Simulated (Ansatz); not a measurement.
**Ligand exchange: AlH2(SH) + Ga(SH)3 → AlH(SH)2 + GaH(SH)2**

Species: AlH2(SH), singlet; Ga(SH)3, singlet; AlH(SH)2, singlet; GaH(SH)2, singlet. The partners trade H for SH: Al–H and Ga–SH bonds give way to Al–SH and Ga–H.

Shapes, held fixed at every level: PBE0-D4/def2-TZVP. Flexible molecules stand in one conformer, not always the lowest. Programs: Ansatz 0.2.0. The zero-point and thermal change to 298 K, harmonic and unscaled (PBE0-D4/def2-TZVP), is +0.8 kJ/mol.

```csv
level,kind,ΔH(298 K) (kJ/mol),less CCSD(T)/def2-TZVPP,CPU time (sum over the molecules)
HF/def2-TZVPP,Hartree–Fock,-25.9,+0.6,–
r2SCAN-D4/def2-TZVPP,meta-GGA,-31.5,-5.0,40 s
B3LYP-D4/def2-TZVPP,global hybrid,-26.1,+0.4,39 s
BHLYP-D4/def2-TZVPP,global hybrid,-25.3,+1.2,28 s
r2SCAN0-D4/def2-TZVPP,global hybrid,-30.5,-4.0,45 s
CCSD(T)/def2-SVP,coupled cluster or CI,-22.1,+4.4,22 s
CCSD(T)/def2-TZVPP,coupled cluster or CI,-26.5,0.0,2.6 min
```

The highest level, CCSD(T)/def2-TZVPP, gives ΔH(298 K) = -26.5 kJ/mol; the levels span -31.5 to -22.1. The column of differences is taken from that level and isn't an error. No measured value is set beside it here. Relativity is left out for Ga unless named. Correlated rows may include outer-core shells of Ga, which these sets cover unevenly. Times are processor times on shared x86 and Arm servers, and rough.
